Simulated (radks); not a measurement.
Values are calculated unless marked as measured or tabulated.
Initial-state core-level shifts of the tin ion Sn3+ when its valence configuration changes from [Kr] 4d10 5s1. Level of theory: non-relativistic Kohn-Sham, PBE, spin-polarised, spherical densities, point nucleus; open shells are filled with parallel spins first (spin-orbit coupling, left out, can overturn this in heavy ions); relativity is left out, which matters for an element this heavy (a radial shooting solver on a logarithmic mesh with Libxc functionals). Shifts are changes of the shell-averaged eigenvalues in eV (positive: less bound); the change of the density at the nucleus, which sets a Mossbauer isomer shift, is in e/bohr^3, on a base of 8.797e+04.

\begin{tabular}{lrrrrr}
valence & 2p & 3s & 3p & 4s & density at nucleus \\ \hline
4d9 5s2 & -8.145 & -7.796 & -7.807 & -6.591 & +28.770 \\
4d8 5s1 5p2 & -18.530 & -17.819 & -17.841 & -15.137 & +12.767 \\
4d9 5s1 5p1 & -9.168 & -8.853 & -8.863 & -7.632 & +6.106 \\
4d10 5p1 & -1.173 & -1.202 & -1.201 & -1.196 & -21.282 \\
4d10 5s0.5 5p0.5 & -0.589 & -0.603 & -0.603 & -0.600 & -10.594 \\
4d9 5p2 & -10.279 & -9.993 & -10.002 & -8.757 & -17.292 \\
4d9 5s0.5 5p1.5 & -9.725 & -9.425 & -9.434 & -8.196 & -5.559 \\
4d9.5 5s1 5p0.5 & -4.561 & -4.413 & -4.418 & -3.832 & +2.990 \\
4d9.5 5s1.5 & -4.031 & -3.866 & -3.871 & -3.289 & +13.913 \\
\end{tabular}
